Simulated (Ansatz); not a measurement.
The same path of BClH2O + ClH (7 atoms, charge 0, multiplicity 1) was run twice with different band settings. Lost on the way: B1–H2, Cl6–H7. Made: B1–Cl6, H2–H7.

These are results of RHF/def2-SVP (Ansatz), not measurements.

Relaxed end points:

```xyz
7
Properties=species:S:1:pos:R:3
B -0.088 -0.600 -0.087
H -0.278 -1.170 0.943
Cl 1.579 -0.129 -0.497
O -1.049 -0.306 -0.955
H -1.918 -0.563 -0.687
Cl 0.037 2.575 1.864
H 1.033 2.198 1.165
```

```xyz
7
Properties=species:S:1:pos:R:3
B -0.219 0.520 -0.915
H 0.717 0.049 3.760
Cl 1.126 -0.133 -1.869
O -1.423 -0.033 -0.962
H -1.508 -0.785 -1.529
Cl 0.040 1.925 0.112
H 0.584 0.462 3.152
```

Common settings: movable images 5; climbing image yes; spring 5.0 eV/Å²; optimiser quadratic models (default); start path through a guess of the saddle point; iteration limit 60; end points relaxed.

| run | force threshold |
| --- | --- |
| 1 | 0.05 eV/Å |
| 2 | 0.2 eV/Å |

Question: What does each run give, and how far can it be trusted?

Answer: Run 1: converged after 43 iterations, highest image 2.125 eV above the first end. Neighbouring images differ by up to 2.3 eV, so the band resolves the path poorly. A vibrational analysis at the climbing image gives one clearly imaginary mode, 1330i cm⁻¹: a first-order saddle point.
Run 2: converged after 26 iterations, highest image 2.077 eV above the first end. The threshold of 0.2 eV/Å is loose, so the images may lie well off the minimum-energy path. Neighbouring images differ by up to 2.3 eV, so the band resolves the path poorly. The order of the stationary point at the top wasn't checked.
The orbitals stay closed-shell, which can raise the energy where a bond breaks towards radicals; this wasn't checked here.
